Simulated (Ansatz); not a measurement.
Molecule: SnCl, net charge 0, doublet state. 
Structure (B3LYP-D3(BJ)/def2-TZVP (Ansatz, a program for electronic structure) minimum search):
```
Sn
Cl 1 2.3937
```
Charge 0, spin multiplicity 2.

Basis-set convergence of Hartree-Fock and CCSD(T) correlation energies (hartree) with Ansatz. Cores are frozen in the correlated levels unless marked. Open shells are spin-unrestricted. No spin-orbit coupling. The frozen core is the preceding noble-gas configuration, with the filled d and f shells of earlier blocks. Past Kr the def2 sets carry scalar-relativistic core potentials.

| basis | functions | E(HF) | E(corr, CCSD(T)) |
|---|---|---|---|
| def2-SVPD | 59 | -672.75878 | -0.22225 |
| def2-TZVPPD | 107 | -672.91473 | -0.28642 |
| def2-QZVPPD | 167 | -672.92849 | -0.31007 |

Extrapolating the two largest sets (X = 3 and 4) as X^-3: E(corr) = (64·(-0.31007) - 27·(-0.28642))/37 = -0.3273 Eh, an estimate of the basis-set limit. The largest set recovers 94.7 % of it, the smallest 67.9 %.
